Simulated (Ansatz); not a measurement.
`OB(O)F` + `CCS` → `CCSB(O)O` + H–F  (ligand exchange at a B–F bond)

Program: Ansatz. Geometries: PBE0-D4/def2-TZVP. ΔE: electronic, gas phase. CCSD(T)/CBS adds triple-zeta CCSD(T) − MP2 to the extrapolated MP2 energy (def2 sets, frozen cores). This one scheme is used for every species. Functionals use def2-TZVPP. Each species was taken in one conformer, which may not be the lowest.

```
   species  PBE0-D4 energy (Eh)
  `OB(O)F`           -276.35691
     `CCS`           -477.82231
`CCSB(O)O`           -653.75729
       H–F           -100.39410
```

Work out ΔE.

ΔE = (-653.75729) + (-100.39410) − (-276.35691) − (-477.82231) = 0.02783 Eh = +0.76 eV. CCSD(T)/CBS gives +0.76 eV.

Largest T1 diagnostic among the species: 0.012.

In def2-TZVPP, CCSD(T) changes the Hartree–Fock value by −0.34 eV (the triples alone add −0.06 eV) and MP2 by −0.42 eV. From PBE to PBE0 (25 % exact exchange), in def2-TZVPP and without D4, ΔE moves by +0.03 eV.
